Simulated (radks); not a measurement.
The numbers below are computed, except where a source is named.
Trend from Ni to Pt: ionisation energy by Delta-SCF between NIST ground configurations, and size. Code: a radial shooting solver on a logarithmic mesh with Libxc functionals. Model: Dirac Kohn-Sham, PBE, spin-unpolarised, spherical densities, finite nucleus; open shells are shared between the two j in proportion to 2j + 1; Fermi nuclear charge, rms radius of each element as measured or else 0.836 A^(1/3) + 0.57 fm.

| species | configuration | IE (eV) | NIST (eV) | kind | -e(HOMO) (eV) |
|---|---|---|---|---|---|
| Ni | [Ar] 3d8 4s2 | 6.318 | 7.640 | exp. | 5.643 (4s1/2) |
| Pd | [Kr] 4d10 | 9.120 | 8.337 | exp. | 3.881 (4d5/2) |
| Pt | [Xe] 4f14 5d9 6s1 | 9.204 | 8.959 | exp. | 5.650 (5d5/2) |

Reference values: NIST Atomic Spectra Database (exp. = measured, semi-emp. = semi-empirical, theory = theoretical value adopted there). Spin polarisation and multiplet splitting are left out, so open shells lie too high by an amount that depends on their filling. Sharing an open shell by 2j + 1 raises it above the true ground level by a part of the spin-orbit splitting, which enters the differences from NIST.

Beside tabulated values, note that spin-unpolarised runs miss the spin-polarisation part of the exchange energy of open shells.
